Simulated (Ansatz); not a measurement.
Frontier orbitals of CH$_{7}$BGaN (`CB[NH][GaH2]`).

```xyz
11

C     0.2352   -1.2477   -0.9669
B     0.8590    0.1518   -0.6344
N     0.3457    1.0314    0.3412
Ga   -1.1109    0.8575    1.4685
H    -0.0273   -1.2924   -2.0301
H     0.9883   -2.0312   -0.8251
H    -0.6497   -1.5185   -0.3870
H     1.8377    0.5117   -1.2415
H     0.8546    1.8985    0.4436
H    -1.3541    2.0731    2.4222
H    -1.9785   -0.4341    1.4096
```

The species carries charge 0 and has multiplicity 1. Correlated methods include outer-core shells of Ga, which these sets cover unevenly. Scalar relativity is left out up to krypton. Geometry: relaxed with PBE0-D4/def2-TZVP. It is one conformer, not always the lowest. Basis def2-TZVPP, the Gaussian-basis code of Ansatz.

```tsv
functional	HOMO (eV)	LUMO (eV)	gap (eV)
PBE	-6.84	-2.23	4.61
revPBE	-6.80	-2.11	4.69
BLYP	-6.78	-2.17	4.61
PBE0	-8.18	-1.40	6.78
BHLYP	-9.48	-0.63	8.85
LC-ωPBE	-10.95	0.67	11.62
ωB97M-V	-10.45	0.29	10.74
HF	-11.46	1.44	12.90
```

Against PBE, PBE0 changes HOMO and LUMO by −1.33 and +0.83 eV, ωB97M-V by −3.61 and +2.52 eV. A gap of 4.61 eV thus becomes 10.74 eV for the same molecule, so an orbital gap means little without its functional. A positive LUMO is unbound and depends on the basis.

LC-ωPBE has ω = 0.4 bohr⁻¹.
